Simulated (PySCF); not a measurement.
**Radial density of Nb²⁺ (niobium, charge +2)**

LC-wPBE, [Kr] 4d2 5p1, one real determinant (an excited configuration). Calculation: PySCF 2.14, in aug-cc-pwCVTZ-PP with ECP28MDF (8s8p7d4f3g, 122 functions); a scalar-relativistic core potential. This is the valence pseudo-density: the core potential removes the inner electrons and smooths the orbitals near the nucleus.

| r (bohr) | 4πr²ρ (e/bohr) | 4πr²(ρα − ρβ) |
| --- | --- | --- |
| 0.0366 | 1.408e-05 | 0.0000 |
| 0.0616 | 3.692e-05 | 0.0000 |
| 0.104 | 0.0001432 | 0.0000 |
| 0.174 | 0.001254 | 0.0002 |
| 0.293 | 0.02156 | 0.0039 |
| 0.493 | 0.6342 | 0.0643 |
| 0.829 | 6.805 | 0.6078 |
| 1.39 | 7.579 | 1.3286 |
| 2.35 | 1.354 | 0.8296 |
| 3.95 | 0.3393 | 0.3367 |
| 6.64 | 0.01698 | 0.0170 |

⟨L²⟩ = 13.93 against 20 for a pure G term, so this real determinant mixes terms. Energies and moments cover only the electrons outside the core potential.
